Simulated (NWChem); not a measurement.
ZrNH2Cl3; SMILES [NH2][Zr]([Cl])([Cl])[Cl]

```xyz
7

Zr    -0.0223    -0.0172     0.1650
Cl     2.1657     0.5582    -0.4743
Cl    -1.4729     1.6865    -0.5412
Cl    -0.5871    -2.1646    -0.5816
N     -0.0980    -0.0712     2.1520
H     -0.1100     0.7422     2.7664
H     -0.1109    -0.9171     2.7207
```
Atoms are numbered in this order, from 1.

Program: NWChem. Medium grid unless said otherwise, to which SCAN and Minnesota functionals are sensitive. The geometry was optimised at PBE0/def2-SVP. No frequency run checked for a minimum. def2 effective core potentials on Zr; no spin-orbit coupling.

Question: Order these by “orbital gap (eV)”, lowest first: MN15/def2-SVP; B3LYP/def2-SVP; PBE/def2-SVP; Hartree-Fock/def2-SVP.

Answer: PBE/def2-SVP (4.02), B3LYP/def2-SVP (5.78), MN15/def2-SVP (7.47), Hartree-Fock/def2-SVP (13.37)
